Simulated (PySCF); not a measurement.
An unknown gives this computed stick spectrum. Method: TDDFT CAM-B3LYP/def2-SVPD, vertical, gas phase, core orbitals frozen in the response (PySCF). Geometries: PBE0-D3(BJ)/def2-SVP, one conformer each.

| state | E (eV) | f | main configurations (H = HOMO, L = LUMO) |
| --- | --- | --- | --- |
| S1 | 3.60 | 0.0025 | H→L (92%) |
| S2 | 6.02 | 0.011 | H-1→L (45%), H→L+1 (43%) |
| S3 | 6.31 | 0.078 | H-1→L (48%), H→L+1 (30%), H→L+2 (17%) |
| S4 | 6.47 | 0.0003 | H→L+4 (47%), H→L+2 (28%), H→L+1 (14%) |
| S5 | 6.60 | 0.0014 | H-2→L (34%), H-1→L+1 (26%), H→L+3 (25%) |
| S6 | 6.75 | 0.217 | H→L+2 (45%), H→L+4 (34%) |
| S7 | 6.80 | 0.021 | H→L+3 (60%), H-1→L+1 (13%), H-2→L (12%) |
| S8 | 6.91 | 0.059 | H-1→L+4 (40%), H-2→L (32%), H-1→L+1 (16%) |
| S9 | 7.13 | 0.237 | H-1→L+1 (27%), H-1→L+4 (24%), H-1→L+2 (22%) |
| S10 | 7.19 | 0.0008 | H→L+5 (66%), H→L+8 (9%) |

Triplets computed (Tamm–Dancoff): 2.99, 5.33, 5.68, 5.97 eV.

Orbital energies (eV): HOMO-3 -11.21, HOMO-2 -10.23, HOMO-1 -9.29, HOMO -8.34, LUMO -0.20, LUMO+1 0.67, LUMO+2 0.89.

Problem. Which structure fits?
A. `[SiH2](CC)/C=C\[SiH3]`
B. `CC(=O)[SiH]([SiH3])[SiH3]`
C. `[SiH3][SiH2]C1CCC1`

Solution. B. Its S1, at 3.60 eV, is the lowest among the candidates; the nearest of the others has S1 at 5.79 eV. S1 is HOMO→LUMO (92%). Löwdin shares by element: HOMO oxygen 46%, carbon 29%, silicon 14% or more; LUMO carbon 40%, oxygen 27%, silicon 11% or more (atoms not listed hold the other 22%). At the same level the other candidates give, for their lowest levels:
- `[SiH3][SiH2]C1CCC1`: 7.06 eV (f 0.039); 7.33 eV (f 0.015); 7.42 eV (f 0.016); 7.51 eV (f 0.047); 7.77 eV (f 0.200); T1 6.29 eV; HOMO -8.96, LUMO 1.14 eV
- `CC[SiH2]/C=C\[SiH3]`: 5.79 eV (f 0.006); 6.41 eV (f 0.384); 7.26 eV (f 0.005); 7.43 eV (f 0.054); 7.57 eV (f 0.025); T1 3.94 eV; HOMO -9.04, LUMO 0.15 eV

Conformer computed: `[CH3:1][C:2](=[O:3])[SiH:4]([SiH3:5])[SiH3:6]`: C1–C2–Si4–Si5 -122°.
